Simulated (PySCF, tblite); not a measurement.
Isomers of C6H6F3 (doublet state). All values are computed: GFN2-xTB (tblite) harmonic vibrations without scaling, gas phase. Errors from tens to a few hundred cm⁻¹ against measured bands are possible. One conformer each. Open shells enter through the occupations alone, without spin polarisation, and single modes of such species can be off by tens of per cent.

Electronic energies: B3LYP/pcH-1 single points on the GFN2-xTB geometries (PySCF, gas phase).

| SMILES | electronic energy, lowest = 0 (kcal/mol) |
| --- | --- |
| FC(F)(F)/C=C1/[CH]CC1 | 0.0 |
| [CH2]C#C[C@H](F)CC(F)F | 18.0 |
| CC#C[C@H](F)C[C](F)F | 29.9 |

Question: How do GFN2-xTB zero-point energies change the relative energies?

Answer: 
```csv
SMILES,ZPE (kcal/mol),of it from modes above 1550 cm⁻¹,electronic (kcal/mol),"with ZPE, lowest = 0 (kcal/mol)",lowest mode (cm⁻¹),rings
FC(F)(F)/C=C1/[CH]CC1,64.8,28.3,0.0,0.0,27,1
[CH2]C#C[C@H](F)CC(F)F,63.1,28.9,18.0,16.3,46,0
CC#C[C@H](F)C[C](F)F,63.8,28.9,29.9,29.0,15i,0
```

The zero-point energies span 1.7 kcal/mol, from `[CH2]C#C[C@H](F)CC(F)F` to `FC(F)(F)/C=C1/[CH]CC1`. Slightly imaginary modes are left out of the zero-point energy: `CC#C[C@H](F)C[C](F)F` 15.3i cm⁻¹. The order is unchanged.

Question: And how do the electronic energies of GFN2-xTB itself compare?

Answer: `FC(F)(F)/C=C1/[CH]CC1` 0.0; `[CH2]C#C[C@H](F)CC(F)F` 24.3; `CC#C[C@H](F)C[C](F)F` 32.2 kcal/mol, lowest = 0. Against the energies above, taken from the same isomer `FC(F)(F)/C=C1/[CH]CC1`, the largest difference is 6.3 kcal/mol.
